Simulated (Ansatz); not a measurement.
Geometry optimisation, Ansatz, RKS LDA/def2-SVP.

input.yaml

```yaml
crystal:
  periodic: [false, false, false]
  atoms:
    - { symbol: C, position_ang: [-1.2322, 0.395, -0.1386] }
    - { symbol: Ge, position_ang: [0.195, -0.7705, 0.2139] }
    - { symbol: O, position_ang: [1.0183, -0.2353, 1.6814] }
    - { symbol: Se, position_ang: [1.7672, -0.7298, -1.609] }
    - { symbol: H, position_ang: [-1.8069, 0.1021, -1.0857] }
    - { symbol: H, position_ang: [-1.9851, 0.4469, 0.7052] }
    - { symbol: H, position_ang: [-0.863, 1.4697, -0.2943] }
    - { symbol: H, position_ang: [-0.3073, -2.1873, 0.4113] }
    - { symbol: H, position_ang: [1.3905, 0.6862, 1.5201] }
    - { symbol: H, position_ang: [1.9066, 0.7718, -1.4013] }
basis:
  gaussian: { orbitals: def2-SVP }
hamiltonian:
  xc: lda
relax:
  f_tol: 0.015
  max_steps: 40
```

Run as:

```bash
$ ansatz run input.yaml --threads 2 --pin off --max-ram 3072MiB --backend cpu --events-out ev --progress --plain --runs-dir out
```

Task: Where does it end, and by what steps?

Result: The run converged. The force dipped under the threshold on the way, but the program's further checks kept it going. After 28 steps the energy has fallen by 0.272 eV; H9 moved furthest, 0.97 Å.

| step | energy less start (eV) | largest force component (eV/Å) | accepted |
| --- | --- | --- | --- |
| 0 | 0.0000 | 1.669 | yes |
| 1 | -0.1571 | 0.693 | yes |
| 2 | -0.1795 | 0.177 | yes |
| 3 | -0.1903 | 0.125 | yes |
| 4 | -0.2019 | 0.087 | yes |
| 5 | -0.2086 | 0.065 | yes |
| 6 | -0.2027 | 0.606 | no |
| 7 | -0.2137 | 0.033 | yes |
| 8 | -0.2141 | 0.260 | yes |
| 9 | -0.2173 | 0.124 | yes |
| 10 | -0.2107 | 0.276 | no |
| 11 | -0.2196 | 0.062 | yes |
| 12 | -0.2230 | 0.091 | yes |
| 13 | -0.2094 | 1.155 | no |
| 14 | -0.2263 | 0.083 | yes |
| 15 | -0.2287 | 0.347 | yes |
| 16 | -0.2251 | 0.885 | no |
| 17 | -0.2338 | 0.283 | yes |
| 18 | -0.2398 | 0.214 | yes |
| 19 | -0.2506 | 0.202 | yes |
| 20 | -0.2649 | 0.121 | yes |
| 21 | -0.2452 | 0.398 | no |
| 22 | -0.2700 | 0.122 | yes |
| 23 | -0.2115 | 2.110 | no |
| 24 | -0.2710 | 0.058 | yes |
| 25 | -0.2717 | 0.012 | yes |
| 26 | -0.2717 | 0.026 | yes |
| 27 | -0.2716 | 0.052 | no |
| 28 | -0.2718 | 0.002 | yes |

```xyz
10
Properties=species:S:1:pos:R:3
C -1.334 0.446 -0.224
Ge 0.210 -0.602 0.226
O 0.867 0.201 1.665
Se 1.799 -0.651 -1.499
H -1.838 0.025 -1.117
H -2.040 0.455 0.632
H -1.017 1.487 -0.438
H -0.079 -2.102 0.499
H 1.755 -0.138 1.886
H 1.761 0.827 -1.628
```

Time of the run: 37 s on 2 threads of Intel(R) Xeon(R) Platinum 8488C (Sapphire Rapids), with other jobs on the host, peak memory 0.2 GiB.
